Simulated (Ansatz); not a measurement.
Ideal-gas functions of BFGaH₄N (`B[NH][GaH][F]`) at 600 K and 1 bar, from an Ansatz frequency run at PBE0-D4/def2-TZVP.

Molar mass 117.57 g/mol, point group Cs (symmetry number 1), electronic degeneracy 1, moments of inertia 31.076, 174.561, 205.637 u Å². Harmonic wavenumbers (cm⁻¹, unscaled): 91, 133, 262, 321, 486, 573, 630, 682, 844, 945, 1019, 1167, 1247, 1389, 2082, 2551, 2634, 3601.

Use S(trans) = R[1.5 ln M + 2.5 ln T − 1.1517]; rotational temperatures θ = 24.2544 K / I; S(rot) = R[ln(√π/σ · √(T³/θAθBθC)) + 1.5]; for each mode x = 1.438777 ν̃/T, S = R[x/(eˣ − 1) − ln(1 − e⁻ˣ)] and H = RT x/(eˣ − 1); 1 cm⁻¹ = 0.0119627 kJ/mol; R = 8.31446 J/(mol·K).

Task: By hand: the entropy, in J/(mol·K).

Result: Translation 182.8. Rotation: θ = 0.7805, 0.1389, 0.1179 K, giving 115.1. Vibration, mode by mode: 20.99, 17.85, 12.31, 10.69, 7.50, 6.30, 5.63, 5.09, 3.74, 3.09, 2.69, 2.03, 1.74, 1.33, 0.34, 0.13, 0.11, 0.01, in all 101.6. Electronic 0.0. Sum 399.5 J/(mol·K).

Task: By hand: H − E and G − E in kJ/mol, counted from the electronic energy.

Result: Zero-point energy ½ × 20657 × 0.0119627 = 123.6; thermal vibration 31.3; translation, rotation and pV give 4 RT = 20.0. H − E = 174.9 kJ/mol, and G − E = 174.9 − 600 × 399.5/1000 = -64.8 kJ/mol.

Vibration gives 25 % of the entropy, 38.8 J/(mol·K) of it from the modes under 150 cm⁻¹: soft modes count most, and the harmonic formula is weakest for them. The sum counts one conformer and one mirror image; others add a mixing term.
